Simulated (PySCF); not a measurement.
C₄H₃S, SMILES [c]1ccsc1, multiplicity 2. Atoms are numbered in the order given.

```xyz
8

C      1.0837    -0.9997     0.0000
C      1.2563     0.3424     0.0000
S     -0.3247     1.0990     0.0000
C     -1.1293    -0.4369     0.0000
C     -0.2454    -1.4916     0.0000
H      2.1607     0.9480     0.0000
H     -2.2184    -0.4758     0.0000
H     -0.5388    -2.5415     0.0000
```
Charge 0, spin multiplicity 2.

Geometry optimised at B3LYP-D3(BJ)/def2-SVP. The isomer is the one that the SMILES or the coordinates give; other isomers of the formula were not compared.

All values below come from PBE/def2-TZVP (PySCF).

ESP charges are fitted to the potential on shells at 1.4 to 2.0 van der Waals radii. Atomic charges (e):

```csv
atom,ESP fit,Löwdin,Mulliken,meta-Löwdin,Mulliken spin
C1,-0.04,-0.07,-0.02,-0.03,0.90
C2,-0.23,-0.41,-0.17,-0.29,-0.06
S3,0.07,0.69,0.06,0.30,0.10
C4,-0.25,-0.40,-0.12,-0.26,0.04
C5,-0.13,-0.22,-0.16,-0.16,-0.01
H6,0.21,0.13,0.15,0.15,0.01
H7,0.21,0.13,0.14,0.15,0.01
H8,0.17,0.15,0.13,0.14,0.01
```

Computed Mayer and Wiberg (Löwdin basis) orders of the bonds:
```tsv
bond	Mayer	Wiberg
C1–C2	1.70	1.94
C2–S3	1.19	1.50
S3–C4	1.26	1.59
C1–C5	1.33	1.54
C4–C5	1.60	1.78
C2–H6	0.93	0.88
C4–H7	0.93	0.88
C5–H8	0.94	0.84
```
